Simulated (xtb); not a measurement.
xtb input (GFN1-xTB):

```bash
xtb mol.xyz --gfn 1 --sp --chrg 0 --uhf 0
```
mol.xyz:
```
8

C     -1.92056800    -0.01366749     0.10738180
Ge    -0.00006433    -0.00000046     0.00000360
F      0.76885681    -0.17703797     1.53354076
F      0.63599185    -1.26737598    -0.98158189
F      0.63423694     1.45892486    -0.66596717
H     -2.24592814    -0.96002637     0.53482816
H     -2.24706722     0.80958751     0.73969043
H     -2.33330851     0.10186030    -0.89284985
```

Output:

```
           -------------------------------------------------
          |                Calculation Setup                |
           -------------------------------------------------

           -------------------------------------------------
          |                 G F N 1 - x T B                 |
           -------------------------------------------------

        Reference                      10.1021/acs.jctc.7b00118
      * Hamiltonian:
        H0-scaling (s, p, d)           1.850000    2.250000    2.000000
        zeta-weighting                 0.000000
      * Dispersion:
        s8                             2.400000
        a1                             0.630000
        a2                             5.000000
        s9                             0.000000
      * Repulsion:
        kExp                           1.500000
        rExp                           1.000000
      * Coulomb:
        alpha                          2.000000
        third order                    atomic
        anisotropic                    false
      * Halogen bond correction:
        rad-scale                      1.300000
        damping                        0.440000

          ...................................................
          :                      SETUP                      :
          :.................................................:
          :  # basis functions                  32          :
          :  # atomic orbitals                  31          :
          :  # shells                           17          :
          :  # electrons                        32          :
          :  # halogen bonds                     0          :
          :  max. iterations                   250          :
          :  Hamiltonian                  GFN1-xTB          :
          :  restarted?                      false          :
          :  GBSA solvation                  false          :
          :  PC potential                    false          :
          :  electronic temp.          300.0000000     K    :
          :  accuracy                    1.0000000          :
          :  -> integral cutoff          0.2500000E+02      :
          :  -> integral neglect         0.1000000E-07      :
          :  -> SCF convergence          0.1000000E-05 Eh   :
          :  -> wf. convergence          0.2000000E-04 e    :
          :  Broyden damping             0.4000000          :
          :  net charge                          0          :
          :  unpaired electrons                  0          :
          ...................................................

 iter      E             dE          RMSdq      gap      omega  full diag
   1    -20.9425839 -0.209426E+02  0.649E+00    6.75       0.0  T
   2    -20.9519882 -0.940426E-02  0.392E+00    6.87       1.0  T
   3    -20.9387914  0.131967E-01  0.715E-01    6.78       1.0  T
   4    -20.9240182  0.147733E-01  0.940E-01    7.15       1.0  T
   5    -20.9530441 -0.290259E-01  0.930E-02    6.92       1.0  T
   6    -20.9530479 -0.379023E-05  0.192E-02    6.91       1.8  T
   7    -20.9530521 -0.425444E-05  0.531E-03    6.91       6.7  T
   8    -20.9530526 -0.438439E-06  0.173E-03    6.91      20.5  T
   9    -20.9530526 -0.312778E-07  0.481E-05    6.91     734.5  T
  10    -20.9530526 -0.461853E-12  0.966E-07    6.91   36596.5  T

   *** convergence criteria satisfied after 10 iterations ***

         #    Occupation            Energy/Eh            Energy/eV
      -------------------------------------------------------------
         1        2.0000           -0.8250348             -22.4503
       ...           ...                  ...                  ...
        10        2.0000           -0.5443215             -14.8117
        11        2.0000           -0.5282472             -14.3743
        12        2.0000           -0.5282472             -14.3743
        13        2.0000           -0.5182477             -14.1022
        14        2.0000           -0.5175208             -14.0825
        15        2.0000           -0.5175208             -14.0825
        16        2.0000           -0.4902958             -13.3416 (HOMO)
        17                         -0.2363111              -6.4304 (LUMO)
        18                         -0.1840933              -5.0094
        19                         -0.1840933              -5.0094
        20                         -0.1701690              -4.6305
        21                         -0.1701690              -4.6305
       ...                                ...                  ...
        31                          0.4022713              10.9464
      -------------------------------------------------------------
                  HL-Gap            0.2539847 Eh            6.9113 eV
             Fermi-level           -0.3633034 Eh           -9.8860 eV

 SCC (total)                   0 d,  0 h,  0 min,  0.005 sec
 SCC setup                      ...        0 min,  0.000 sec (  1.363%)
 Dispersion                     ...        0 min,  0.000 sec (  0.547%)
 classical contributions        ...        0 min,  0.000 sec (  0.208%)
 integral evaluation            ...        0 min,  0.001 sec ( 26.063%)
 iterations                     ...        0 min,  0.001 sec ( 25.887%)
 molecular gradient             ...        0 min,  0.002 sec ( 44.159%)
 printout                       ...        0 min,  0.000 sec (  1.663%)

         :::::::::::::::::::::::::::::::::::::::::::::::::::::
         ::                     SUMMARY                     ::
         :::::::::::::::::::::::::::::::::::::::::::::::::::::
         :: total energy             -20.882801834282 Eh    ::
         :: gradient norm              0.015363391240 Eh/a0 ::
         :: HOMO-LUMO gap              6.911276181755 eV    ::
         ::.................................................::
         :: SCC energy               -20.953052609609 Eh    ::
         :: -> electrostatic           0.072782471920 Eh    ::
         :: repulsion energy           0.072109237243 Eh    ::
         :: dispersion energy         -0.001858461916 Eh    ::
         :: halogen bond corr.         0.000000000000 Eh    ::
         :: add. restraining           0.000000000000 Eh    ::
         :: total charge               0.000000000000 e     ::
         :::::::::::::::::::::::::::::::::::::::::::::::::::::

           -------------------------------------------------
          |                Property Printout                |
           -------------------------------------------------

    * Orbital Energies and Occupations

         #    Occupation            Energy/Eh            Energy/eV
      -------------------------------------------------------------
         1        2.0000           -0.8250348             -22.4503
       ...           ...                  ...                  ...
         4        2.0000           -0.6698933             -18.2287
         5        2.0000           -0.6241621             -16.9843
         6        2.0000           -0.5635749             -15.3357
         7        2.0000           -0.5635749             -15.3357
         8        2.0000           -0.5458024             -14.8520
         9        2.0000           -0.5443215             -14.8117
        10        2.0000           -0.5443215             -14.8117
        11        2.0000           -0.5282472             -14.3743
        12        2.0000           -0.5282472             -14.3743
        13        2.0000           -0.5182477             -14.1022
        14        2.0000           -0.5175208             -14.0825
        15        2.0000           -0.5175208             -14.0825
        16        2.0000           -0.4902958             -13.3416 (HOMO)
        17                         -0.2363111              -6.4304 (LUMO)
Note: The following floating-point exceptions are signalling: IEEE_DENORMAL
normal termination of xtb
        18                         -0.1840933              -5.0094
        19                         -0.1840933              -5.0094
        20                         -0.1701690              -4.6305
        21                         -0.1701690              -4.6305
        22                         -0.1508341              -4.1044
        23                         -0.1249623              -3.4004
        24                         -0.0494972              -1.3469
        25                         -0.0494972              -1.3469
        26                         -0.0153953              -0.4189
        27                         -0.0153953              -0.4189
       ...                                ...                  ...
        31                          0.4022713              10.9464
      -------------------------------------------------------------
                  HL-Gap            0.2539847 Eh            6.9113 eV
             Fermi-level           -0.3633034 Eh           -9.8860 eV

  Mulliken/CM5 charges         n(s)   n(p)   n(d)
     1C    -0.09900 -0.23030   1.033  3.066  0.000
     2Ge    0.73959  0.73750   1.256  1.334  0.670
     3F    -0.28441 -0.29381   1.828  5.457  0.000
     4F    -0.28441 -0.29381   1.828  5.457  0.000
     5F    -0.28441 -0.29381   1.828  5.457  0.000
     6H     0.07088  0.12474   0.929  0.000  0.000
     7H     0.07088  0.12474   0.929  0.000  0.000
     8H     0.07088  0.12474   0.929  0.000  0.000

Wiberg/Mayer (AO) data.
largest (>0.10) Wiberg bond orders for each atom

 ---------------------------------------------------------------------------
     #   Z sym  total        # sym  WBO       # sym  WBO       # sym  WBO
 ---------------------------------------------------------------------------
     1   6 C    3.997 --     6 H    0.948     7 H    0.948     8 H    0.948
                             2 Ge   0.947
     2  32 Ge   4.161 --     3 F    1.032     4 F    1.032     5 F    1.032
                             1 C    0.947
     3   9 F    1.207 --     2 Ge   1.032
     4   9 F    1.207 --     2 Ge   1.032
     5   9 F    1.207 --     2 Ge   1.032
     6   1 H    0.995 --     1 C    0.948
     7   1 H    0.995 --     1 C    0.948
     8   1 H    0.995 --     1 C    0.948
 ---------------------------------------------------------------------------

Topologies differ in total number of bonds
Writing topology from bond orders to xtbtopo.mol

 dipole moment from electron density (au)
     X       Y       Z
  -1.6585  -0.0118   0.0927  total (Debye):    4.222

           -------------------------------------------------
          | TOTAL ENERGY              -20.882801834282 Eh   |
          | GRADIENT NORM               0.015363391240 Eh/α |
          | HOMO-LUMO GAP               6.911276181755 eV   |
           -------------------------------------------------

------------------------------------------------------------------------
------------------------------------------------------------------------
 total:
 SCF:
```
